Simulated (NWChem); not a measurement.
System: SnNH$_{2}$Cl, singlet; SMILES [Sn]([NH2])[Cl]

Parts of the log:

```
             Northwest Computational Chemistry Package (NWChem) 7.3.0
             --------------------------------------------------------

 CS  symmetry detected

                             Geometry "geometry" -> ""
                             -------------------------

 Output coordinates in angstroms (scale by  1.889725989 to convert to a.u.)

  No.       Tag          Charge          X              Y              Z
 ---- ---------------- ---------- -------------- -------------- --------------
    1 Sn                  50.0000    -0.34802770    -0.47010002     0.00000000
    2 Cl                  17.0000     0.10171979     1.89672886     0.00000000
    3 N                    7.0000     1.61784533    -0.94430937     0.00000000
    4 H                    1.0000     1.99434930    -1.88743308     0.00000000
    5 H                    1.0000     2.35288197    -0.24179115     0.00000000

 Effective nuclear repulsion energy (a.u.)     329.8986180834

      Symmetry information
      --------------------

 Group name             Cs
 Group number              2
 Group order               2
 No. of unique centers     5

                                 NWChem DFT Module
                                 -----------------

 Summary of "ao basis" -> "ao basis" (spherical)
 ------------------------------------------------------------------------------
       Tag                 Description            Shells   Functions and Types
 ---------------- ------------------------------  ------  ---------------------
 Sn                         def2-svp                10       26   4s4p2d
 Cl                         def2-svp                 8       18   4s3p1d
 N                          def2-svp                 6       14   3s2p1d
 H                          def2-svp                 3        5   2s1p

      Symmetry analysis of basis
      --------------------------

        a'         49
        a"         19

            General Information
            -------------------
          SCF calculation type: DFT
          Wavefunction type:  closed shell.
          No. of atoms     :     5
          No. of electrons :    48
           Alpha electrons :    24
            Beta electrons :    24
          Charge           :     0
          Spin multiplicity:     1
          Use of symmetry is: on ; symmetry adaption is: on
          Maximum number of iterations: 150
          AO basis - number of functions:    68
                     number of shells:    30
          Convergence on energy requested:  1.00D-06
          Convergence on density requested:  1.00D-05
          Convergence on gradient requested:  5.00D-04

              XC Information
              --------------
                         B3LYP Method XC Potential
                     Hartree-Fock (Exact) Exchange  0.200
                        Slater Exchange Functional  0.800 local
                    Becke 1988 Exchange Functional  0.720 non-local
              Lee-Yang-Parr Correlation Functional  0.810
                  VWN I RPA Correlation Functional  0.190 local

             Grid Information
             ----------------
          Grid used for XC integration:  medium
          Radial quadrature: Mura-Knowles
          Angular quadrature: Lebedev.
          Tag              B.-S. Rad. Rad. Pts. Rad. Cut. Ang. Pts.
          ---              ---------- --------- --------- ---------
          Sn                  1.45      123           9.0       590
          Cl                  1.00       88          11.0       590
          N                   0.65       49           8.0       434
          H                   0.35       45          10.0       434
          Grid pruning is: on
          Number of quadrature shells:   350
          Spatial weights used:  Erf1

      Superposition of Atomic Density Guess
      -------------------------------------

 Sum of atomic energies:        -763.66200182

      Non-variational initial energy
      ------------------------------

 Total energy =    -728.345364
 1-e energy   =   -1410.886795
 2-e energy   =     519.363319
 HOMO         =      -0.289219
 LUMO         =      -0.035634

      Symmetry analysis of molecular orbitals - initial
      -------------------------------------------------

  Numbering of irreducible representations:

     1 a'          2 a"

  Orbital symmetries:

     1 a'          2 a'          3 a'          4 a'          5 a'
     6 a"          7 a'          8 a'          9 a'         10 a"
    11 a'         12 a'         13 a'         14 a"         15 a"
    16 a'         17 a'         18 a'         19 a'         20 a'
    21 a"         22 a'         23 a"         24 a'         25 a"
    26 a'         27 a'         28 a'         29 a'         30 a'
    31 a"         32 a'         33 a'         34 a'

   convergence    iter        energy       DeltaE   RMS-Dens  Diis-err
 ---------------- ----- ----------------- --------- --------- ---------
 d= 0,ls=0.0,diis     1   -730.3523479630 -8.94D+02  2.38D-02  4.62D-01
 d= 0,ls=0.0,diis     2   -730.1343841585  2.18D-01  1.48D-02  1.97D+00
 d= 0,ls=0.0,diis     3   -730.4124270676 -2.78D-01  4.56D-03  6.97D-02
 d= 0,ls=0.0,diis     4   -730.4195179791 -7.09D-03  1.97D-03  2.03D-02
 d= 0,ls=0.0,diis     5   -730.4226281111 -3.11D-03  1.27D-04  9.24D-05
  Resetting Diis
 d= 0,ls=0.0,diis     6   -730.4226371232 -9.01D-06  3.03D-05  5.54D-06
 d= 0,ls=0.0,diis     7   -730.4226378166 -6.93D-07  1.28D-05  1.48D-07
 d= 0,ls=0.0,diis     8   -730.4226378117  4.90D-09  6.76D-06  2.17D-07

         Total DFT energy =     -730.422637811735
      One electron energy =    -1413.646741733636
           Coulomb energy =      574.144699024971
    Exchange-Corr. energy =      -54.098706907749
 Nuclear repulsion energy =      163.178111804679

 Numeric. integr. density =       47.999992822835

                  Occupations of the irreducible representations
                  ----------------------------------------------

[...]
```

Level: B3LYP/def2-SVP with def2 effective core potentials on Sn, vertical spin-unrestricted ions. Low-valent species are run as closed-shell singlets; no triplet was tried in these runs. Geometry: optimised at PBE0/def2-SVP. Not confirmed as a minimum by frequencies. def2 effective core potentials on Sn; no spin-orbit coupling.

**Question.** Write an input that gives this output.

**Answer.** This is not unique; one that fits is the input that was run:
```
start job
memory heap 200 mb stack 900 mb global 1100 mb
geometry units angstroms noautoz
  Sn    -0.363850    -0.485527     0.000000
  Cl     0.247479     1.844801     0.000000
  N      1.564789    -1.093707     0.000000
  H      1.875593    -2.060474     0.000000
  H      2.346364    -0.443360     0.000000
end
basis spherical
  * library def2-svp
end
ecp
  Sn library def2-ecp
end
dft
  xc b3lyp
  iterations 150
  vectors input atomic output neutral.movecs
end
task dft energy
charge 1
dft
  odft
  mult 2
  vectors input atomic output cation.movecs
end
task dft energy
```
